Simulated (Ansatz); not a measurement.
Program: Ansatz. Geometries: PBE0-D4/def2-TZVP. ΔE: electronic, gas phase. CBS: MP2 limit from def2 TZ/QZ plus the TZ coupled-cluster correction, frozen cores. This one scheme is used for every species. Functionals use def2-TZVPP. B3LYP here is the variant with VWN-RPA as its local correlation; programs differ in this. One conformer a species, not always the lowest.

Consider the cleavage of the Si–Si bond: `O[Si](O)(F)[SiH2]Cl` + `C[SiH](S)Cl` → `C[SiH](Cl)S[SiH2]Cl` + `O[SiH](O)F`.

`O[Si](O)(F)[SiH2]Cl`:

Cartesian coordinates in Å:
```
O 1.238 0.067 1.631
Si 0.028 0.447 0.620
O 0.392 1.866 -0.098
F -1.347 0.632 1.413
Si -0.259 -1.305 -0.897
Cl -1.584 -0.601 -2.322
H 1.661 0.764 2.138
H -0.288 2.307 -0.610
H 1.005 -1.655 -1.588
H -0.846 -2.522 -0.286
```

`C[SiH](S)Cl`:

```xyz
9

C    -0.409    0.929   -0.617
Si    0.374   -0.139    0.681
S    -0.504   -2.074    0.789
Cl    2.393   -0.248    0.274
H    -1.477    1.041   -0.417
H    -0.285    0.485   -1.607
H     0.057    1.917   -0.625
H     0.227    0.407    2.049
H    -0.377   -2.317   -0.527
```

`C[SiH](Cl)S[SiH2]Cl`:

```xyz
12

C     0.023    0.285   -2.412
Si    0.453   -0.086   -0.649
Cl    0.528   -2.123   -0.358
S    -1.072    0.794    0.564
Si   -0.598   -0.001    2.476
Cl    1.345    0.386    3.015
H    -0.947   -0.143   -2.671
H     0.781   -0.137   -3.077
H    -0.017    1.366   -2.570
H     1.779    0.436   -0.257
H    -0.777   -1.466    2.517
H    -1.497    0.690    3.424
```

`O[SiH](O)F`:

Cartesian coordinates in Å:
```
O -0.069 -0.052 1.357
Si -0.120 -0.263 -0.258
O -0.344 1.177 -0.964
F 1.257 -0.932 -0.705
H 0.363 -0.718 1.892
H -1.196 -1.151 -0.718
H 0.110 1.940 -0.604
```

CCSD(T)/CBS gives -85.2 kJ/mol.

Another level gave -76.0 kJ/mol. Which?
A. PBE0-D4/def2-TZVPP
B. MP2/def2-TZVPP
C. ωB97M-V/def2-TZVPP
D. B3LYP/def2-TZVPP

A. PBE0-D4 -76.0, MP2/def2-TZVPP -95.7, ωB97M-V -85.3, B3LYP -71.3 kJ/mol.

Largest T1 diagnostic among the species: 0.012.

The D4 term adds −6.8 kJ/mol with B3LYP and −3.7 kJ/mol with PBE0; it sums over pairs of atoms, weighted by their polarisabilities, and B3LYP, whose exchange is more repulsive, gets the larger term. From PBE to PBE0 (25 % exact exchange), in def2-TZVPP and without D4, ΔE moves by −6.0 kJ/mol.

CCSD(T)/CBS has its own doubt, a few kJ/mol and more with outer-core shells, so smaller differences from it don't rank the levels.
